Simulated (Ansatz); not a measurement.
Geometry optimisation, RKS B3LYP-D4/def2-SVP in Ansatz 0.2.0.

The input (input.yaml):

```yaml
crystal:
  periodic: [false, false, false]
  atoms:
    - { symbol: Sn, position_ang: [0.016388, -0.130098, -0.995435] }
    - { symbol: H, position_ang: [1.40608, 0.032641, 1.594738] }
    - { symbol: H, position_ang: [1.991713, 0.025997, 1.179374] }
    - { symbol: Cl, position_ang: [-1.24237, 1.903266, -0.665173] }
    - { symbol: O, position_ang: [-1.389102, -1.294424, -0.144167] }
    - { symbol: H, position_ang: [-1.16031, -2.235183, -0.141538] }
basis:
  gaussian: { orbitals: def2-SVP }
hamiltonian:
  xc: b3lyp
  dispersion: d4
relax:
  f_tol: 0.03
  max_steps: 50
output:
  orbitals: {}
```

Command:

```bash
$ ansatz run input.yaml --threads 1 --pin off --max-ram 2048MiB --backend cpu --events-out ev --progress --plain --runs-dir out
```

Where does it end, and by what steps?

It converged. The force dipped under the threshold on the way, but the program's further checks kept it going. After 35 steps the energy has fallen by 0.133 eV; Sn1 moved furthest, 1.47 Å.

```
step  energy less start (eV)  largest force component (eV/Å)  accepted
   0                  0.0000                           1.419       yes
   2                 -0.0456                           1.042        no
   4                 -0.0641                           0.064       yes
   6                 -0.0662                           0.042       yes
   8                 -0.0696                           0.248       yes
  10                 -0.0745                           0.132       yes
  12                 -0.0823                           0.539       yes
  14                 -0.1061                           0.148       yes
  16                 -0.1180                           0.141       yes
  18                 -0.1208                           0.028       yes
  20                 -0.1225                           0.062       yes
  22                 -0.1247                           0.160       yes
  24                 -0.1277                           0.071       yes
  26                 -0.1256                           0.372        no
  28                 -0.1298                           0.139       yes
  30                 -0.1312                           0.085       yes
  32                 -0.1317                           0.102       yes
  34                 -0.1258                           0.398        no
  35                 -0.1327                           0.026       yes
```

```xyz
6
Properties=species:S:1:pos:R:3
Sn -1.266 -0.184 -1.720
H 1.239 -0.461 1.532
H 1.847 -0.436 1.994
Cl -1.295 2.116 -1.023
O -0.522 -0.887 0.015
H -0.381 -1.846 0.029
```

Whether the end is a true minimum wasn't checked by a vibrational analysis.

The run took 100 s on 1 thread of Arm Neoverse V2, on a shared host, peak memory 0.14 GiB.
